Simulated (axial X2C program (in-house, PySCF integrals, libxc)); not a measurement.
Curves of NdF from open-shell CI on f4 s1

Calculated with an axial X2C code built on PySCF integrals: two-component X2C with atomic mean-field Coulomb and Gaunt terms, basis Nd dyall-v3z, F dyall-av3z (cores contracted in-house). Orbitals come from Hartree–Fock averaged over the configuration Nd f4 s1; CI then distributes these electrons over the f, s shells of Nd.

Scan along the bond; masses Nd 141.908 u, F 18.998 u. Energies in cm⁻¹ from the lowest point; levels are followed by energy order within each Ω. Lowest level at 2.136 Å: 100% f4 s1.

```tsv
R (Å)	(1)Ω=1/2	(1)Ω=3/2	(1)Ω=5/2	(1)Ω=7/2	(2)Ω=1/2	(2)Ω=3/2	(2)Ω=5/2
1.986	1796	1822	1833	1952	2359	2351	2359
2.061	455	493	530	665	1022	1024	1045
2.136	0	45	99	246	570	577	608
2.221	264	314	380	534	835	847	886
2.307	1126	1178	1251	1408	1698	1713	1756
2.403	2553	2605	2683	2839	3124	3142	3188
2.520	4687	4737	4816	4969	5257	5277	5323
```

Fit the curves (1)Ω=1/2, (1)Ω=3/2, (1)Ω=5/2, (1)Ω=7/2, (2)Ω=1/2, (2)Ω=3/2, (2)Ω=5/2 near their minima.

From the open-shell CI curves, Te from the lowest:

```json
{"level": "(1)Ω=1/2", "Te (cm⁻¹)": "0", "Re (Å)": "2.147", "ωe (cm⁻¹)": "471.1"}
{"level": "(1)Ω=3/2", "Te (cm⁻¹)": "46", "Re (Å)": "2.147", "ωe (cm⁻¹)": "470.5"}
{"level": "(1)Ω=5/2", "Te (cm⁻¹)": "102", "Re (Å)": "2.145", "ωe (cm⁻¹)": "469.9"}
{"level": "(1)Ω=7/2", "Te (cm⁻¹)": "249", "Re (Å)": "2.144", "ωe (cm⁻¹)": "469.3"}
{"level": "(2)Ω=1/2", "Te (cm⁻¹)": "570", "Re (Å)": "2.147", "ωe (cm⁻¹)": "470.8"}
{"level": "(2)Ω=3/2", "Te (cm⁻¹)": "578", "Re (Å)": "2.146", "ωe (cm⁻¹)": "470.7"}
{"level": "(2)Ω=5/2", "Te (cm⁻¹)": "610", "Re (Å)": "2.145", "ωe (cm⁻¹)": "470.5"}
```

Without dynamic correlation distances can be off by several hundredths of an Å (long for ionic bonds, short for multiple bonds) and the wavenumbers are rough.

The 7 lowest curves are shown; the next is (2)Ω=7/2, from 713 cm⁻¹.

Dynamic correlation is missing, so gaps between terms are too wide and other configurations may lie lower; the lowest level listed is that of this model, not necessarily the ground state. At most 4 roots were kept for each Ω > 0 (twice that for Ω = 0) within 2.2 eV of the lowest, so higher up levels can be missing between those listed; levels with Ω > 0 are doubly degenerate and listed once, Ω = 0 levels singly.
